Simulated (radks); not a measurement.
The numbers below are computed, except where a source is named.
Species: neutral palladium. Configuration: [Ar] 3d10 4s2 4p5 4d10 5d1 (not the ground configuration).

Level of theory: Dirac Kohn-Sham, PBE, spin-unpolarised, spherical densities, point nucleus; open shells fill j = l - 1/2 first (a radial shooting solver on a logarithmic mesh with Libxc functionals).

Energy parts (eV):
part                       energy
total                 -137280.059
kinetic                143393.565
electron-nucleus      -332345.933
Hartree                 55585.628
exchange-correlation    -3913.318

Orbitals (lengths in bohr, moments of r in powers of bohr; <r^-3> diverges for s and p1/2; r(90%) holds 90 % of the orbital's charge):
| orbital | occ. | eigenvalue (eV) | <r> | r(90%) | <r^-3> | small-component weight |
|---|---|---|---|---|---|---|
| 1s1/2 | 2 | -24164.76 | 0.03185 | 0.0571 | - | 2.83e-02 |
| 2s1/2 | 2 | -3536.311 | 0.1380 | 0.214 | - | 5.91e-03 |
| 2p1/2 | 2 | -3280.964 | 0.1171 | 0.192 | - | 5.92e-03 |
| 2p3/2 | 4 | -3121.528 | 0.1221 | 0.198 | 3252 | 5.69e-03 |
| 3s1/2 | 2 | -646.3659 | 0.3790 | 0.559 | - | 1.65e-03 |
| 3p1/2 | 2 | -545.5594 | 0.3711 | 0.560 | - | 1.59e-03 |
| 3p3/2 | 4 | -517.7678 | 0.3819 | 0.575 | 576.1 | 1.53e-03 |
| 3d3/2 | 4 | -339.2722 | 0.3555 | 0.564 | 87.74 | 1.42e-03 |
| 3d5/2 | 6 | -333.7312 | 0.3590 | 0.569 | 82.81 | 1.40e-03 |
| 4s1/2 | 2 | -95.0185 | 0.9427 | 1.37 | - | 4.11e-04 |
| 4p1/2 | 2 | -63.7781 | 1.015 | 1.50 | - | 3.55e-04 |
| 4p3/2 | 3 | -59.2745 | 1.046 | 1.55 | 93.29 | 3.38e-04 |
| 4d3/2 | 4 | -12.7147 | 1.423 | 2.29 | 8.140 | 1.96e-04 |
| 4d5/2 | 6 | -12.2167 | 1.444 | 2.32 | 7.568 | 1.91e-04 |
| 5d3/2 | 1 | -0.7187 | 10.36 | 15.3 | 0.04959 | 2.61e-06 |
| 5d5/2 | 0 | -0.7157 | 10.39 | 15.3 | 0.04835 | 2.62e-06 |

The highest occupied level is 5d3/2 at -0.719 eV. The density falls to 0.001 e/bohr^3 at r = 3.70 bohr. Summed over all electrons, <r^2> = 157.7 bohr^2, which gives a Langevin (diamagnetic) susceptibility term of -125 x 10^-6 cm^3/mol.
